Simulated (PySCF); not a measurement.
# Correlation energy of Mo³¹⁺ (molybdenum, charge +31)

[Ne] 3s1, 2S determinant. Computed with PySCF 2.14 in an even-tempered Gaussian basis (16 s from 4.4 bohr⁻², ratio 2.5; 10 p from 5.7 bohr⁻², ratio 2.5; 4 d from 22 bohr⁻², ratio 2.7; 4 f from 32 bohr⁻², ratio 2.7), with the non-relativistic Hamiltonian (point nucleus). Frozen: 1s2; 9 electrons correlated; the 17 highest virtual orbitals of each spin left out.

| level | correlation energy (mhartree) |
| --- | --- |
| CCSD | -317.20 |
| (T) | -0.15 |
| CCSD(T) | -317.35 |

Diagnostics: T1 = 0.00012, D1 = 0.0005, largest double amplitude 0.003.

A non-relativistic calculation at this Z misses sizeable relativistic shifts.

Cost of the coupled-cluster step: about 22 core-seconds, for 9 correlated electrons.

At this charge a non-relativistic calculation is a model, useful for the Z dependence of the correlation energy.
